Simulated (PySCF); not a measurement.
# Shieldings and the share of exact exchange

Molecule: SMILES [SiH3]O/C=C/B, C₂H₇BOSi.

Atoms are numbered as in `[BH2:1]/[CH:2]=[CH:3]/[O:4][SiH3:5]`. Hydrogens are named by the atom that carries them.

GIAO shieldings (ppm, equivalent atoms averaged) in PySCF on the PBE0-D3(BJ)/def2-SVP geometry, basis pcSseg-2, gas phase, non-relativistic:

```tsv
functional	exact exchange (%)	σ(B1)	σ(C2)	σ(O4)	σ(Si5)
BLYP	0	23.7	45.1	154.9	346.4
BP86	0	26.1	49.9	158.1	352.1
PBE	0	24.4	49.4	157.0	352.7
PBE0	25	29.8	55.7	177.2	369.4
mPW1PW91	25	30.4	55.3	177.4	368.8
BHandHLYP	50	34.5	57.4	193.5	379.8
HF	100	48.8	71.5	223.8	418.8
```

(1) Fit each shielding as a line in the percentage of exact exchange.

(2) What does the line predict for B3LYP (20 %), and what does the run give?

Answers

(1) σ(B1) = 24.4 + 0.24 x (rms 1.0 ppm); σ(C2) = 48.4 + 0.23 x (rms 1.8 ppm); σ(O4) = 158.1 + 0.68 x (rms 2.0 ppm); σ(Si5) = 350.6 + 0.67 x (rms 2.7 ppm). The functionals also differ in their semilocal parts, which the line can't hold; Hartree–Fock has no correlation at all.

(2) σ(B1): 29.2 predicted, 27.6 computed; σ(C2): 53.0 predicted, 50.1 computed; σ(O4): 171.7 predicted, 171.5 computed; σ(Si5): 364.0 predicted, 359.3 computed ppm.
